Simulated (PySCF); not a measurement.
Computed with ωB97X-D3(BJ)/def2-TZVP // PBE0-D3(BJ)/def2-TZVP (PySCF 2.14.0). Gas-phase values, no solvent. One relaxed conformer stands for a flexible species; it need not be the lowest. 

Reference species (SMILES): `C/C=C/S` (C–C–S–H torsion 0°) (neutral, multiplicity 1).

| Quantity | Value |
|---|---|
| HOMO–LUMO gap | 10.95 eV |
| S1 oscillator strength | 0.000 |

Changed species: `C1CSC1`.

Question: Give the shifts of the HOMO–LUMO gap and S1 oscillator strength.

Answer: the HOMO–LUMO gap rises by 0.08 eV, to 11.03 eV; the S1 oscillator strength stays essentially unchanged.
